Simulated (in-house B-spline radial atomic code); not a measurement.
Excitations of Al³⁺ by several methods

Full response, energies in eV; labels give the largest channel, * marks a mixed state, a dash one above the method's threshold, and an imaginary frequency an unstable closed-shell reference. Computed with an all-electron radial atomic-structure program (B-spline basis): linear response of the closed shell [He] 2s2 2p6 with each method's own kernel (bare exchange for TDHF, static screening on G0W0 levels for BSE, the adiabatic kernel for functionals); non-relativistic, point nucleus, no spin-orbit coupling, no double excitations, S, P, D and F terms only. Only terms of natural parity with L up to 3 were computed.

```json
{"method": "TDHF", "2p → 3s 3P": "77.83", "2p → 3s 1P": "78.91", "2p → 3p 3S": "83.96", "α (bohr³)": "0.2652"}
{"method": "BSE on G0W0@HF", "2p → 3s 3P": "76.91", "2p → 3s 1P": "77.87", "2p → 3p 3S": "83.53", "α (bohr³)": "0.2635"}
{"method": "LDA VWN5", "2p → 3s 3P": "?", "2p → 3s 1P": "?", "2p → 3p 3S": "?", "α (bohr³)": "?"}
{"method": "PBE", "2p → 3s 3P": "71.04", "2p → 3s 1P": "71.82", "2p → 3p 3S": "77.73", "α (bohr³)": "0.2831"}
{"method": "PBE0", "2p → 3s 3P": "73.09", "2p → 3s 1P": "73.92", "2p → 3p 3S": "79.73", "α (bohr³)": "0.2776"}
{"method": "B3LYP (VWN-RPA)", "2p → 3s 3P": "71.86", "2p → 3s 1P": "72.79", "2p → 3p 3S": "78.67", "α (bohr³)": "0.2791"}
{"method": "CAM-B3LYP", "2p → 3s 3P": "71.47", "2p → 3s 1P": "72.39", "2p → 3p 3S": "78.28", "α (bohr³)": "0.2797"}
{"method": "LC-wPBE", "2p → 3s 3P": "70.76", "2p → 3s 1P": "71.52", "2p → 3p 3S": "77.50", "α (bohr³)": "0.2831"}
{"method": "wB97X", "2p → 3s 3P": "73.22", "2p → 3s 1P": "73.92", "2p → 3p 3S": "79.41", "α (bohr³)": "0.2776"}
{"method": "HSE06", "2p → 3s 3P": "73.09", "2p → 3s 1P": "73.93", "2p → 3p 3S": "79.76", "α (bohr³)": "0.2778"}
{"method": "BHandHLYP", "2p → 3s 3P": "73.76", "2p → 3s 1P": "74.83", "2p → 3p 3S": "80.48", "α (bohr³)": "0.2734"}
{"method": "BLYP", "2p → 3s 3P": "69.98", "2p → 3s 1P": "70.91", "2p → 3p 3S": "76.82", "α (bohr³)": "0.2837"}
{"method": "PBEsol", "2p → 3s 3P": "71.23", "2p → 3s 1P": "71.98", "2p → 3p 3S": "77.83", "α (bohr³)": "0.2833"}
{"method": "BP86", "2p → 3s 3P": "71.76", "2p → 3s 1P": "72.43", "2p → 3p 3S": "78.42", "α (bohr³)": "0.282"}
{"method": "LDA exchange-only", "2p → 3s 3P": "70.36", "2p → 3s 1P": "71.18", "2p → 3p 3S": "76.66", "α (bohr³)": "0.287"}
{"method": "B97-1", "2p → 3s 3P": "72.99", "2p → 3s 1P": "73.74", "2p → 3p 3S": "79.57", "α (bohr³)": "0.278"}
{"method": "RPBE", "2p → 3s 3P": "?", "2p → 3s 1P": "?", "2p → 3p 3S": "?", "α (bohr³)": "?"}
{"method": "OLYP", "2p → 3s 3P": "69.75", "2p → 3s 1P": "70.65", "2p → 3p 3S": "76.72", "α (bohr³)": "0.2809"}
```

What does RPBE give?

2p → 3s 3P: 70.72; 2p → 3s 1P: 71.50; 2p → 3p 3S: 77.48; α: 0.2833 (eV, bohr³).

What does LDA VWN5 give?

2p → 3s 3P: 71.73; 2p → 3s 1P: 72.39; 2p → 3p 3S: 78.38; α: 0.2835 (eV, bohr³).
